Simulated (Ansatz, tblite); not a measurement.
Forces on Si₂O₃ at its PBE-D4/def2-SVP geometry. Charge 0, multiplicity 1.

The xTB rows come from tblite. The structure comes from a short search, and lower isomers may exist.

GFN1-xTB (tblite), largest force 2.27 eV/Å:

```xyz
5
positions Å, forces eV/Å
Si    0.101   -1.733    1.829   -0.048    0.874   -0.900
Si   -0.037    0.630   -0.666   -0.004    0.055   -0.058
O    -0.281   -0.222   -1.941    0.344    1.641    1.515
O     0.177    1.974    0.079   -0.343   -1.663   -1.501
O     0.040   -0.649    0.699    0.051   -0.907    0.944
```

GFN2-xTB (tblite), largest force 2.97 eV/Å:

```
Si -0.113 2.003 -2.089
Si -0.071 1.176 -1.257
O 0.450 1.432 2.429
O -0.383 -2.562 -1.231
O 0.117 -2.050 2.147
```

BLYP-D4/def2-TZVP (Ansatz), largest force 0.96 eV/Å:

```
Si -0.037 0.667 -0.692
Si 0.009 -0.152 0.167
O 0.087 0.371 0.408
O -0.083 -0.451 -0.334
O 0.024 -0.435 0.451
```
